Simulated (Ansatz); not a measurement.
Cost and result for the atomization energy of CH₃BFN (`C=NBF`) (7 atoms, 6 bonds).

Charge 0, multiplicity 1. The structure was optimised at the PBE0-D4/def2-TZVP level. It is one conformer, not always the lowest. Program: Ansatz. All runs use 2 threads of an Arm Neoverse V1 on a shared host. Times are those of one run each, without the atoms' runs, and a repeat can differ threefold. Electronic energies, without spin–orbit coupling; frozen cores. CCSD(T)/CBS adds CCSD(T) − MP2 in def2-TZVPP to the MP2 limit, and its time is that of the two runs behind it. T1 = 0.014.

CCSD(T)/CBS is a level of theory with its own doubt, some kJ/mol a heavy atom from the limit and from the frozen cores, so smaller differences don't rank the functionals.

| level | functions | atomization (kJ/mol) | difference from CCSD(T)/CBS | per bond |
| --- | --- | --- | --- | --- |
| PBE0-D4/def2-TZVPP | 166 | 2912.7 | 32.2 | 5.4 |
| r2SCAN-D4/def2-TZVPP (with forces) | 166 | 2907.3 | 26.8 | 4.5 |
| PBE-D4/def2-TZVPP (with forces) | 166 | 2997.9 | 117.4 | 19.6 |
| CCSD(T)/def2-SVP | 71 | 2757.1 | -123.4 | -20.6 |
| ωB97X-V/def2-TZVPP | 166 | 2898.7 | 18.2 | 3.0 |
| B97M-V/def2-TZVPP | 166 | 2906.4 | 25.9 | 4.3 |
| MP2/def2-QZVPP | 318 | 2928.0 | 47.5 | 7.9 |
| revPBE-D4/def2-TZVPP | 166 | 2909.6 | 29.1 | 4.9 |
| CCSD(T)/CBS(def2) | – | 2880.5 | 0.0 | 0.0 |
| BHLYP-D4/def2-TZVPP | 166 | 2804.4 | -76.1 | -12.7 |
| LDA (SPW92)/def2-TZVPP | 166 | 3355.1 | 474.6 | 79.1 |
| CCSD(T)/def2-TZVPP | 166 | 2804.5 | -76.0 | -12.7 |
| CAM-B3LYP-D4/def2-TZVPP | 166 | 2930.7 | 50.2 | 8.4 |

(1) Order the runs by time, with rough figures. (Best estimate.)

Answers

(1) Ansatz gave: LDA (SPW92)/def2-TZVPP 0.9 s; revPBE-D4/def2-TZVPP 1.4 s; CCSD(T)/def2-SVP 1.8 s; PBE-D4/def2-TZVPP (with forces) 1.8 s; PBE0-D4/def2-TZVPP 2.1 s; BHLYP-D4/def2-TZVPP 2.1 s; CAM-B3LYP-D4/def2-TZVPP 2.2 s; r2SCAN-D4/def2-TZVPP (with forces) 3.8 s; ωB97X-V/def2-TZVPP 6 s; B97M-V/def2-TZVPP 7.5 s; MP2/def2-QZVPP 12 s; CCSD(T)/def2-TZVPP 36 s; CCSD(T)/CBS(def2) 48 s.

In def2-TZVPP, CCSD(T) changes the Hartree–Fock value by +709.3 kJ/mol (the triples alone add +49.6 kJ/mol) and MP2 by +787.4 kJ/mol; breaking electron pairs costs correlation energy, which Hartree–Fock lacks. At CCSD(T), def2-SVP lies −123.4 kJ/mol from the extrapolated value and def2-TZVPP −76.0 kJ/mol: correlation converges slowly with the basis, and small sets miss more of it in the bonded molecule than in its fragments. From PBE to PBE0 (25 % exact exchange), in def2-TZVPP and without D4, the atomization energy moves by −83.8 kJ/mol: exact exchange takes away binding that semilocal exchange gives to molecules.
